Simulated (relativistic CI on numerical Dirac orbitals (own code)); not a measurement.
## Judd-Ofelt analysis for Gd⁴⁺

These numbers are calculated, not measured: Dirac-Coulomb-Breit CI, orbitals from a KLI potential per configuration, model QED (radiative potential, 1s self-energy scaled to tabulated hydrogen-like ionisation energies), valence Slater integrals scaled by 0.75 (own radial code, finite nucleus).

Configuration 4f6 alone, in intermediate coupling. Take Ω₂ = 1.5, Ω₄ = 4.87, Ω₆ = 0.38 (10⁻²⁰ cm²) and refractive index n = 1.79 as given. A_ED = 64π⁴e²ν³ n(n² + 2)²/[27h(2J + 1)] Σ Ω_λ |U^λ|², in Gaussian units with ν in cm⁻¹, and A_MD is n³ times the free-ion magnetic-dipole rate; a dash marks a rate that is forbidden or under 2 % of the level's free-ion decay.

Emitting level 5D_2 at 20715 cm⁻¹ (radiative decay alone: multiphonon quenching in a host is left out, and the level can lie too high or too low):

```
  To  ν (cm⁻¹)  U² squared  U⁴ squared  U⁶ squared  Free-ion A(M1) (s⁻¹)
7F_0     20715      0.0012      0.0000      0.0000                     -
7F_1     20140      0.0000      0.0000      0.0000                 0.378
7F_2     19217      0.0032      0.0028      0.0000                     -
7F_3     18109      0.0042      0.0046      0.0000                    15
7F_4     16915      0.0036      0.0006      0.0000                     -
7F_5     15697      0.0000      0.0030      0.0000                     -
7F_6     14500      0.0000      0.0000      0.0000                     -
5D_0      5354      0.0142      0.0000      0.0000                     -
5D_1      3023      0.0111      0.0000      0.0000                  1.51
```

Question: Give the rates, branching ratios and the radiative lifetime.

Answer: The rates are:

```json
{"To": "7F_0", "λ (nm)": "483", "A_ED (s⁻¹)": "12.8", "A_MD (s⁻¹)": "0", "β (%)": "3.0"}
{"To": "7F_1", "λ (nm)": "497", "A_ED (s⁻¹)": "0", "A_MD (s⁻¹)": "2.17", "β (%)": "0.5"}
{"To": "7F_2", "λ (nm)": "520", "A_ED (s⁻¹)": "101", "A_MD (s⁻¹)": "0", "β (%)": "23.8"}
{"To": "7F_3", "λ (nm)": "552", "A_ED (s⁻¹)": "134", "A_MD (s⁻¹)": "86.1", "β (%)": "51.9"}
{"To": "7F_4", "λ (nm)": "591", "A_ED (s⁻¹)": "32.2", "A_MD (s⁻¹)": "0", "β (%)": "7.6"}
{"To": "7F_5", "λ (nm)": "637", "A_ED (s⁻¹)": "44.5", "A_MD (s⁻¹)": "0", "β (%)": "10.5"}
{"To": "7F_6", "λ (nm)": "690", "A_ED (s⁻¹)": "0", "A_MD (s⁻¹)": "0", "β (%)": "0.0"}
{"To": "5D_0", "λ (nm)": "1868", "A_ED (s⁻¹)": "2.54", "A_MD (s⁻¹)": "0", "β (%)": "0.6"}
{"To": "5D_1", "λ (nm)": "3308", "A_ED (s⁻¹)": "0.358", "A_MD (s⁻¹)": "8.63", "β (%)": "2.1"}
```

τ_rad = 2.36e-03 s. Computed level positions enter as ν³, so measured ones would change the rates. For the strongest line (552 nm) and an assumed effective width Δλ = 9.1 nm (300 cm⁻¹), the Füchtbauer-Ladenburg formula σ = λ⁴A/(8πcn²Δλ) gives a peak emission cross-section of 0.093 × 10⁻²⁰ cm².
